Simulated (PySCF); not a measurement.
How methods differ on the ionisation energy of Kr⁺

Kr⁺ [Ar] 3d10 4s2 4p5 (2P) → Kr²⁺ [Ar] 3d10 4s2 4p4 (3P), as a difference of total energies. Calculation: PySCF 2.14, in dyall-av2z (16s12p8d, 92 functions); the non-relativistic Hamiltonian (point nucleus). Correlated levels: valence: [Ar] 3d10 frozen; virtual orbitals above 40 to 60 times the deepest correlated orbital energy dropped. The calculations carry no spin-orbit coupling.

Question: Order these methods by the ionisation energy they give, lowest first.
A. LDA
B. PBE0
C. revPBE
D. PBE

Answer: C (24.256 eV), D (24.341 eV), B (24.380 eV), A (24.664 eV).

A first-order spin-orbit estimate (lowest level to lowest level, LS coupling) adds -0.021 eV.

These non-relativistic numbers lack the scalar-relativistic shift.

Errors of the correlated levels include the incompleteness of this basis and the frozen core.

For comparison: 24.360 eV (measured; NIST Atomic Spectra Database, ionization energies).
